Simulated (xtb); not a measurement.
C$_{3}$H$_{9}$N, triplet, at the geometry of the source list (a higher spin typed on purpose: for a closed-shell molecule this is an excited state); GFN0-xTB run with xtb.

The xtb input:
```
$ xtb mol.xyz --gfn 0 --chrg 0 --uhf 2 --json

# file mol.xyz
13

C     -0.61420000     1.11590000     0.56410000
C     -0.09010000     0.02020000    -0.36040000
C      1.35060000    -0.34120000    -0.00900000
N     -0.92020000    -1.16670000    -0.18850000
H      0.00310000     2.00670000     0.48570000
H     -0.60020000     0.76100000     1.59070000
H     -1.63700000     1.37810000     0.30330000
H     -0.11220000     0.39990000    -1.40170000
H      1.72360000    -1.11430000    -0.67700000
H      1.39180000    -0.71630000     1.00970000
H      1.99300000     0.53090000    -0.09460000
H     -0.60270000    -1.91270000    -0.79820000
H     -1.88540000    -0.96140000    -0.42410000
```

What the program printed (banner, timings and long lists left out):

```
   ID    Z sym.   atoms
    1    6 C      1-3
    2    7 N      4
    3    1 H      5-13

           -------------------------------------------------
          |                Calculation Setup                |
           -------------------------------------------------

           -------------------------------------------------
          |                 G F N 0 - x T B                 |
           -------------------------------------------------

          ...................................................
          :                      SETUP                      :
          :.................................................:
          :  # basis functions                  34          :
          :  # atomic orbitals                  34          :
          :  # shells                           26          :
          :  # electrons                        26          :
          :  electronic temp.          300.0000000     K    :
          :  accuracy                    1.0000000          :
          :  -> integral cutoff          0.2500000E+02      :
          :  -> integral neglect         0.1000000E-07      :
          ...................................................

         :::::::::::::::::::::::::::::::::::::::::::::::::::::
         ::                     SUMMARY                     ::
         :::::::::::::::::::::::::::::::::::::::::::::::::::::
         :: total energy             -14.031330503584 Eh    ::
         :: gradient norm              0.086653116253 Eh/a0 ::
         :: HOMO-LUMO gap              0.614033421620 eV    ::
         ::.................................................::
         :: H0 energy                -14.146572805756 Eh    ::
         :: repulsion energy           0.209207155299 Eh    ::
         :: electrostat energy        -0.078273827395 Eh    ::
         :: -> Gsolv                   0.000000000000 Eh    ::
         ::    -> Gsasa                0.000000000000 Eh    ::
         ::    -> Gshift               0.000000000000 Eh    ::
         :: dispersion energy         -0.002855082732 Eh    ::
         :: short-range corr.         -0.012835942999 Eh    ::
         :: add. restraining           0.000000000000 Eh    ::
         :: total charge              -0.000000000000 e     ::
         :::::::::::::::::::::::::::::::::::::::::::::::::::::

           -------------------------------------------------
          |                Property Printout                |
[...]
     4   7 N        2.635    -1.133    57.947    11.397
     5   1 H        0.925     0.107     1.719     2.050
     6   1 H        0.925     0.164     1.304     1.786
     7   1 H        0.925     0.130     1.538     1.939
     8   1 H        0.922    -0.004     3.132     2.768
     9   1 H        0.925     0.130     1.538     1.939
    10   1 H        0.925     0.164     1.304     1.786
    11   1 H        0.925     0.107     1.718     2.050
    12   1 H        0.860     0.368     0.543     1.154
    13   1 H        0.860     0.368     0.543     1.154

 Mol. C6AA /au·bohr⁶  :       1140.389627
 Mol. C8AA /au·bohr⁸  :      24421.322785
 Mol. α(0) /au        :         50.478262

Wiberg/Mayer (AO) data.
largest (>0.10) Wiberg bond orders for each atom

 ---------------------------------------------------------------------------
     #   Z sym  total        # sym  WBO       # sym  WBO       # sym  WBO
 ---------------------------------------------------------------------------
     1   6 C    3.980 --     2 C    0.992     5 H    0.981     7 H    0.981
                             6 H    0.972
     2   6 C    3.949 --     4 N    1.076     3 C    0.992     1 C    0.992
                             8 H    0.872
     3   6 C    3.980 --     2 C    0.992    11 H    0.981     9 H    0.981
                            10 H    0.972
     4   7 N    3.159 --     2 C    1.076    12 H    0.938    13 H    0.938
     5   1 H    1.021 --     1 C    0.981
     6   1 H    1.011 --     1 C    0.972
     7   1 H    0.980 --     1 C    0.981
     8   1 H    0.974 --     2 C    0.872
     9   1 H    0.980 --     3 C    0.981
    10   1 H    1.011 --     3 C    0.972
    11   1 H    1.021 --     3 C    0.981
    12   1 H    1.369 --     4 N    0.938    13 H    0.341
    13   1 H    1.369 --     4 N    0.938    12 H    0.341
 ---------------------------------------------------------------------------

Topologies differ in total number of bonds
Writing topology from bond orders to xtbtopo.mol

 dipole moment from electron density (au)
     X       Y       Z
   0.6200   0.8568  -0.0539  total (Debye):    2.692

           -------------------------------------------------
          | TOTAL ENERGY              -14.031330503584 Eh   |
          | GRADIENT NORM               0.086653116253 Eh/α |
          | HOMO-LUMO GAP               0.614033421620 eV   |
           -------------------------------------------------

normal termination of xtb
```
